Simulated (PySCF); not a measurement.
C3H7OPSi.
Numbering: `[CH:1]#[C:2][Si@@:3]([CH3:4])([OH:5])[PH2:6]` (hydrogens: H7 on C1; H8, H9, H10 on C4; H11 on O5; H12, H13 on P6)

Geometry (GFN2-xTB, Å), atoms numbered from 1 in this order:
```xyz
13
C3H7OPSi angstrom
C      2.4163    0.6144   -1.1951
C      1.4556    0.2703   -0.5591
Si    -0.0677   -0.1628    0.4241
C     -1.1172   -1.4343   -0.5135
O      0.3478   -0.8978    1.8195
P     -1.2465    1.7107    0.8977
H      3.2643    0.8945   -1.7520
H     -1.3203   -1.1083   -1.5286
H     -0.6023   -2.3876   -0.5616
H     -2.0685   -1.5918   -0.0142
H      0.7038   -0.4225    2.5651
H     -1.6100    1.9525   -0.4129
H     -0.1595    2.5632    0.8129
```

Method used: PBE0/def2-SVPD in PySCF (dipole) on a GFN2-xTB geometry, gas phase.

Take the most abundant isotopes and a rigid rotor. The values belong to one conformer with, in the numbering `[CH:1]#[C:2][Si@@:3]([CH3:4])([OH:5])[PH2:6]`, C2–Si3–O5–H 76°, C2–Si3–P6–H 68° and -25°.

Q: Give the principal moments of inertia and the rotational constants in cm⁻¹.

A: Ia = 211.54, Ib = 295.10, Ic = 365.51 u·Å²; 505379 MHz·u·Å²/I gives 2389, 1713 and 1383 MHz, that is A = 0.07969, B = 0.05712, C = 0.04612 cm⁻¹.

Q: Classify the top.

A: An asymmetric top: κ = (2 × 1713 − 2389 − 1383)/(2389 − 1383) = -0.34.

Q: What does the inertial defect say?

A: Not planar: Δ = Ic − Ia − Ib = -141.13 u·Å². For a rigid frame Δ = −2 Σ m c², so Σ m c² = 70.57 u·Å² lies off the ab plane: 16.00 from hydrogen and 54.56 from heavier atoms. The atom farthest from that plane is 2.31 Å away.

Q: Give the other two planar moments, Paa and Pbb, and the rms extents of the mass along the axes.

A: Paa = Σ m a² = (Ib + Ic − Ia)/2 = 224.54 and Pbb = Σ m b² = (Ia + Ic − Ib)/2 = 140.97 u·Å². With the mass M = 118.00 u, the rms extents √(P/M) along a, b and c are 1.38, 1.09, 0.77 Å.

Q: List the rotational levels J(Ka,Kc) to J = 4 (cm⁻¹).

A: Above 0(0,0):
J = 1: 1(0,1) 0.1032, 1(1,1) 0.1258, 1(1,0) 0.1368
J = 2: 2(0,2) 0.3066, 2(1,2) 0.3213, 2(1,1) 0.3543, 2(2,1) 0.4220, 2(2,0) 0.4252
J = 3: 3(0,3) 0.6051, 3(1,3) 0.6128, 3(1,2) 0.6782, 3(2,2) 0.7317, 3(2,1) 0.7461, 3(3,1) 0.8738, 3(3,0) 0.8744
J = 4: 4(0,4) 0.9955, 4(1,4) 0.9988, 4(1,3) 1.1050, 4(2,3) 1.1422, 4(2,2) 1.1791, 4(3,2) 1.2917, 4(3,1) 1.2956, 4(4,1) 1.4840, 4(4,0) 1.4841

Q: Which lines would a microwave search look for?

A: The dipole components are |μa| = 0.62 D, |μb| = 0.85 D, |μc| = 0.01 D. Intensities carry the squares of the components, which stand as 0.54 : 1.00 : 0.00 (a : b : c). Some lines, for components of 0.1 D or more:

```
type  branch         J(Ka,Kc)   MHz  lower level (cm⁻¹)
   a       Q  1(1,0) ← 1(1,1)   330               0.126
   a       Q  2(1,1) ← 2(1,2)   990               0.321
   b       Q  1(1,0) ← 1(0,1)  1006               0.103
   b       Q  2(1,1) ← 2(0,2)  1431               0.307
   b       Q  2(2,0) ← 2(1,1)  2124               0.354
   b       Q  2(2,1) ← 2(1,2)  3019               0.321
   a       R  1(0,1) ← 0(0,0)  3095               0.000
   b       R  1(1,1) ← 0(0,0)  3772               0.000
   b       R  2(0,2) ← 1(1,1)  5420               0.126
   a       R  2(1,2) ← 1(1,1)  5861               0.126
   a       R  2(0,2) ← 1(0,1)  6096               0.103
   a       R  2(1,1) ← 1(1,0)  6520               0.137
   b       R  2(1,2) ← 1(0,1)  6537               0.103
   b       R  2(2,1) ← 1(1,0)  8550               0.137
   b       R  2(2,0) ← 1(1,1)  8974               0.126
```

Q: Estimate the classical rotational partition function at 10 K, 25 K and 100 K.

A: Point group C1, symmetry number σ = 1; q = (√π/σ)·√((kT/h)³/(ABC)), k/h = 20836.6 MHz/K: 2240 at 10 K, 8860 at 25 K, 70900 at 100 K.

Not checked by GFN2-xTB frequencies. No vibrational averaging or centrifugal distortion is included, and the geometry carries the error of its method. A rigid rotor knows nothing of internal rotation, which can split or shift real lines.

Cost: about 60 s of CPU time on one thread; the machine was shared, so the figure is rough. This is the PBE0/def2-SVPD job that gave the dipole, with the excitations it also computed.
